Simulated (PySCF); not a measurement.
C6H5O, SMILES Oc1c[c]ccc1, multiplicity 2.

The structure is a stationary point at PBE-D3(BJ)/def2-SVP. The isomer is the one that the SMILES or the coordinates give; other isomers of the formula were not compared. The values are those of a single conformer.

All values below come from PBE-D3(BJ)/def2-SVP run with PySCF.

No scaling factor is applied to the harmonic values.

```csv
mode,ν (cm⁻¹),IR (km/mol),moving atoms (share of kinetic energy)
1,218,0.8,"C 57 %, O 26 %, H 17 %"
2,386,97.7,H 89 %
3,401,9.5,"C 43 %, O 37 %, H 20 %"
4,416,0.2,"C 72 %, H 27 %"
5,508,1.5,"C 63 %, O 30 %"
6,514,0.0,"C 78 %, H 17 %"
7,601,3.0,C 91 %
8,645,19.7,"C 55 %, H 45 %"
9,714,38.1,"H 71 %, C 29 %"
10,803,9.1,"C 70 %, O 24 %"
11,807,5.7,"H 70 %, C 30 %"
12,828,12.3,"H 57 %, C 43 %"
13,933,0.1,"H 74 %, C 26 %"
14,957,1.4,"C 80 %, H 19 %"
15,1026,9.2,"C 53 %, H 47 %"
16,1051,10.4,"H 65 %, C 35 %"
17,1123,11.4,H 93 %
18,1143,125.1,"H 75 %, C 16 %, O 9 %"
19,1213,3.6,"H 63 %, C 34 %"
20,1281,83.8,"C 46 %, H 39 %, O 14 %"
21,1368,19.6,"C 81 %, H 18 %"
22,1423,27.5,"C 74 %, H 25 %"
23,1471,84.5,"C 78 %, H 18 %"
24,1560,13.3,"C 89 %, H 9 %"
25,1624,93.9,C 95 %
26,3095,10.0,H 92 %
27,3111,6.5,"H 92 %, C 8 %"
28,3119,0.6,"H 92 %, C 8 %"
29,3128,3.2,"H 91 %, C 9 %"
30,3698,52.9,H 94 %
```
